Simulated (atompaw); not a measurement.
Pseudopotential generation for Tb: PAW (atompaw), PBE, scalar-relativistic.

The input file (atompaw 4.2.0.5):

```
Tb 65
GGA-PBE scalarrelativistic loggrid 2001 logderivrange -13 5 451
6 6 5 4 0 0
6 1 0
5 2 1
4 3 8
0 0 0
c
c
c
c
v
v
c
c
c
v
v
c
v
v
v
3
2.50 2.35 2.05 2.30
n
n
n
y
-0.15
n
custom polynom vanderbiltortho sinc
4 0 ultrasoft
2.20
2.50
2.15
2.50
0.80
1.15
1.15
1.15
PWSCFOUT
UPFDX 0.0125d0 UPFXMIN -7.d0 UPFZMESH 65.d0
END
```

Command:

```bash
atompaw < Tb.input > Tb.log
```

Resulting log (summary file):

```
Completed calculations for Tb (AE)

 Exchange-correlation type: GGA, Perdew-Burke-Ernzerhof

 Radial integration grid is logarithmic
 r0 =   1.0423744E-04 h =   6.7754336E-03   n =      2001 rmax =   8.0000000E+01

 Scalar relativistic calculation

 AEatom converged in  48 iterations
   nz     =  65.00
   delta  =       7.337685981036E-16

 All Electron Orbital energies:
  n  l      occupancy      energy
  1  0      2.0000000E+00 -3.8122779E+03
  2  0      2.0000000E+00 -6.3237972E+02
  3  0      2.0000000E+00 -1.4071237E+02
  4  0      2.0000000E+00 -2.8296384E+01
  5  0      2.0000000E+00 -3.7685916E+00
  6  0      2.0000000E+00 -3.0828036E-01
  2  1      6.0000000E+00 -5.6193162E+02
  3  1      6.0000000E+00 -1.1899129E+02
  4  1      6.0000000E+00 -2.1136349E+01
  5  1      6.0000000E+00 -2.0498147E+00
  6  1      0.0000000E+00 -9.7894811E-02
  3  2      1.0000000E+01 -9.0704679E+01
  4  2      1.0000000E+01 -1.1310074E+01
  5  2      1.0000000E+00 -1.7813009E-01
  4  3      8.0000000E+00 -6.5925977E-01

 Total energy
   Total                    :   -23417.58052352711456

 ---
 Completed calculations for Tb (SC)

 Exchange-correlation type: GGA, Perdew-Burke-Ernzerhof

 Radial integration grid is logarithmic
 r0 =   1.0423744E-04 h =   6.7754336E-03   n =      2001 rmax =   8.0000000E+01

 Scalar relativistic calculation

 SCatom converged in   4 iterations
   nz     =  65.00
   delta  =       9.248848170170E-16

 Valence Electron Orbital energies:
  n  l      occupancy      energy
   5  0      2.0000000E+00 -3.7685916E+00
   6  0      2.0000000E+00 -3.0828036E-01
   5  1      6.0000000E+00 -2.0498147E+00
   6  1      0.0000000E+00 -9.7894811E-02
   4  2      1.0000000E+01 -1.1310074E+01
   5  2      1.0000000E+00 -1.7813009E-01
   4  3      8.0000000E+00 -6.5925977E-01

 Total energy
   Total                    :   -23417.58052355531254
   Valence                  :    -1280.04300970532950

 PAW parameters:
       lmax =            3
         rc =    2.5086376480703998
        irc =         1490
   rc_shape =    2.3602282286461307
    rc_vloc =    2.0611070493759840
    rc_core =    2.3127357099681336
   Vloc: Non norm-conserving form with l= 4;e=   0.0000E+00
   Projector type: polynomial pseudization + Vanderbilt ortho.
   Sinc^2 compensation charge shape zeroed at   2.3602E+00

 Number of basis functions     8
 No.   n  nodes  l      Energy         Cp coeff         Occ
  1    5    4    0   -0.3768592E+01  0.1193821E+01  0.2000000E+01
  2    6    5    0   -0.3082804E+00  0.1563322E+02  0.2000000E+01
  3    5    3    1   -0.2049815E+01  0.2289348E+01  0.6000000E+01
  4    6    4    1   -0.9789481E-01  0.7585781E+02  0.0000000E+00
  5    4    1    2   -0.1131007E+02 -0.6661917E-01  0.1000000E+02
  6    5    2    2   -0.1781301E+00 -0.3067298E+02  0.1000000E+01
  7    4    0    3   -0.6592598E+00 -0.6845305E+03  0.8000000E+01
  8  999    1    3   -0.1500000E+00 -0.9596273E+03  0.0000000E+00

 Eigenvalues of overlap operator (in the basis of projectors):
    1        2.22045288E-01
    2        5.24957895E-01
    3        9.55768719E-01
    4        1.61560967E+00
    5        3.79502389E+01
    6        1.32366216E+03
    7        1.36520777E+04
    8        3.40212653E+06

 Orbital leakage outside PAW augmentation regions
   orb  is_core?  %out_of_sphere
   1 0    T           0.00
   2 0    T           0.00
   3 0    T          -0.00
   4 0    T           0.00
   5 0    F           1.30
   6 0    F          87.53
   2 1    T           0.00
   3 1    T           0.00
   4 1    T           0.00
   5 1    F           5.42
   6 1    F          96.60
   3 2    T           0.00
   4 2    F           0.00
   5 2    F          51.09
   4 3    F           0.99

 Summary of PAW energies
   Total valence energy     :  -1280.04302134114391
   Smooth energy            :    162.38672115029112
   One center               :  -1442.42974249143504
   Smooth kinetic           :    321.98714622810166
   Vloc energy              :   -130.28183829995359
   Smooth exch-corr         :    -42.29095215863035
   One-center xc            :   -468.71411394817227
```

The run took about 43 s on one core of a shared server CPU.
